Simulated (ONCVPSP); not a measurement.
Pt: one change to an ONCV potential, before and after

```json
{
 "Element": "Pt",
 "Generator": "ONCVPSP 4.0.1",
 "Type": "optimised norm-conserving Vanderbilt (ONCV)",
 "Functional": "revPBE",
 "Relativity": "scalar-relativistic",
 "Frozen core": "[Kr] 4d10 4f14",
 "Valence charge": "18",
 "Reference configuration": "5s2 5p6 5d9 6s1",
 "Partial waves": "5s+6s: rc 1.65 bohr, ncon 4, nbas 7, qcut 9.5 1/bohr, 3 projectors, debl 3.4 Ha; 5p: rc 1.85 bohr, ncon 4, nbas 7, qcut 8.4 1/bohr, 2 projectors, debl 3 Ha; 5d: rc 1.65 bohr, ncon 4, nbas 9, qcut 6.1 1/bohr, 2 projectors, debl 3.5 Ha",
 "Local potential": "polynomial inside 1.35 bohr (lpopt 1, dvloc0 0 Ha)",
 "Core correction": "Teter function, fcfact 2.75, rcfact 1.7"
}
```

Change: core correction Teter function, fcfact 1.4, rcfact 1.7.

Cutoffs: the cutoffs (Ha) at which the residual kinetic energy of the hardest occupied pseudo-wave falls to 1 and 0.1 mHa per electron; they do not see the model core or the augmentation charge, which bear on the density cutoff. Errors are all-electron minus pseudo energies relative to the spin-unpolarised reference configuration.

Problem. How do hardness, ghosts and transferability respond?

Solution. The potential gets neither clearly harder nor softer (28 Ha and 43 Ha → 28 Ha and 43 Ha); of the 4 tests that both files solve, the error grows in 0 and shrinks in 3 by more than 15 % and 0.3 meV (median size 9.1 → 7.4 meV); neither file shows a bound ghost. A model core, the more so a compact one, raises the density cutoff, which this test does not measure.

```csv
quantity,base,changed
"cutoff, loose",28 Ha,28 Ha
"cutoff, tight",43 Ha,43 Ha
bound ghosts,none,none
GHOST(+) flags under 300 eV,none,none
"error for 5s2 5p6 5d9 6s0, meV [ΔE 9.07 eV]",-6.7,-5.6
"error for 5s2 5p6 5d8 6s0, meV [ΔE 28.95 eV]",-8.5,-6.6
"error for 5s2 5p6 5d7 6s0, meV [ΔE 61.09 eV]",-26,-18
"error for 5s2 5p6 5d10 6s0, meV [ΔE -0.05 eV]",-9.6,-8.2
s: phases at 1.67 bohr within 0.05 rad from the reference energy up to (Ha; the scan ends near 5),to the end of the scan,to the end of the scan
p: phases at 1.88 bohr within 0.05 rad from the reference energy up to (Ha; the scan ends near 5),to the end of the scan,to the end of the scan
d: phases at 1.67 bohr within 0.05 rad from the reference energy up to (Ha; the scan ends near 5),to the end of the scan,to the end of the scan
"rms error of d²Exc/dni dnj with the model core, mHa",1.91,0.83
```
